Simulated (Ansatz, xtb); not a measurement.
C3H12GaNO: 3 structures ranked

3 gas-phase structures of C3H12GaNO, from a drawn sample of its isomers (lower ones may exist). Each was relaxed with GFN2-xTB:

A. `CCO[CH2][GaH2-][NH3+]`, a singlet
B. `CO[C@H](C)[GaH2-][NH3+]`, a singlet
C. a singlet given by its coordinates

C (Å):

```yaml
atoms:
  - { symbol: C, position_ang: [1.8971, 1.6162, -1.1632] }
  - { symbol: C, position_ang: [1.2849, 0.2579, -1.4846] }
  - { symbol: C, position_ang: [-1.4876, -0.9556, 1.7388] }
  - { symbol: Ga, position_ang: [-1.1230, 0.4896, 0.3732] }
  - { symbol: N, position_ang: [-2.7756, 0.1511, -1.0580] }
  - { symbol: O, position_ang: [0.0440, 0.0743, -0.8667] }
  - { symbol: H, position_ang: [2.8553, 1.7327, -1.6651] }
  - { symbol: H, position_ang: [2.0382, 1.7001, -0.0857] }
  - { symbol: H, position_ang: [1.2205, 2.4069, -1.4836] }
  - { symbol: H, position_ang: [1.1475, 0.1676, -2.5733] }
  - { symbol: H, position_ang: [1.9730, -0.5373, -1.1653] }
  - { symbol: H, position_ang: [-1.3168, 2.0177, 0.6066] }
  - { symbol: H, position_ang: [-1.4465, -1.9346, 1.2520] }
  - { symbol: H, position_ang: [-0.7495, -0.9686, 2.5439] }
  - { symbol: H, position_ang: [-2.4683, -0.8527, 2.2074] }
  - { symbol: H, position_ang: [-2.6675, 0.8432, -1.7959] }
  - { symbol: H, position_ang: [-2.5305, -0.7551, -1.4529] }
  - { symbol: H, position_ang: [-3.7479, 0.1322, -0.7644] }
```

Close contacts (Å): C1–C2 1.52, C2–O6 1.40, C3–Ga4 2.02, Ga4–N5 2.21, Ga4–O6 1.75, C1–H7 1.09, C1–H8 1.09, C1–H9 1.09, C2–H10 1.10, C2–H11 1.10, C3–H13 1.09, C3–H14 1.09, C3–H15 1.09, Ga4–H12 1.56, N5–H16 1.02, N5–H17 1.02, N5–H18 1.02.

Task: Make a reasoned guess at their ranking by r2SCAN-D4/def2-SVP single-point energy.

Result: Calculated order at r2SCAN-D4/def2-SVP: C (0.000), A (1.435), B (1.488) eV.

Energies above the lowest of each column, in eV; the last columns are at B3LYP/def2-SVP geometries:

```json
{"structure": "C", "GFN2-xTB": "0.000", "HF/STO-3G": "0.000", "r2SCAN-D4/def2-SVP": "0.000", "B3LYP/def2-SVP": "0.000", "CCSD(T)/def2-SVP + ΔMP2/def2-TZVPP": "0.000"}
{"structure": "A", "GFN2-xTB": "1.240", "HF/STO-3G": "0.757", "r2SCAN-D4/def2-SVP": "1.435", "B3LYP/def2-SVP": "1.332", "CCSD(T)/def2-SVP + ΔMP2/def2-TZVPP": "1.493"}
{"structure": "B", "GFN2-xTB": "1.270", "HF/STO-3G": "0.885", "r2SCAN-D4/def2-SVP": "1.488", "B3LYP/def2-SVP": "1.419", "CCSD(T)/def2-SVP + ΔMP2/def2-TZVPP": "1.544"}
```

Every level run on C puts it lowest or level with the lowest. Flexible structures stand in one conformer each, not always the lowest. ΔMP2 is the change of the MP2 energy from the smaller to the larger basis.

Programs: Ansatz 0.2.0, xtb 6.7.1.
